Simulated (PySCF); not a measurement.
B(F)2(iPr) (C3H7BF2), SMILES CC(C)B(F)F.

Geometry: PBE0-D3(BJ)/def2-SVP. Other conformers were not sampled.

Vertical ionisation energy (IE) and electron affinity (EA) in eV. Rows of orbital energies are one-electron estimates. Where ΔSCF, EOM or ADC give a negative EA the extra electron is unbound and the value depends on the basis.

| level | IE | EA |
|---|---|---|
| −ε(HOMO), −ε(LUMO), M06-2X/def2-TZVP (PySCF) | 10.28 | -0.88 |
| −ε(HOMO), −ε(LUMO), PBE/def2-TZVP (PySCF) | 7.47 | 0.84 |
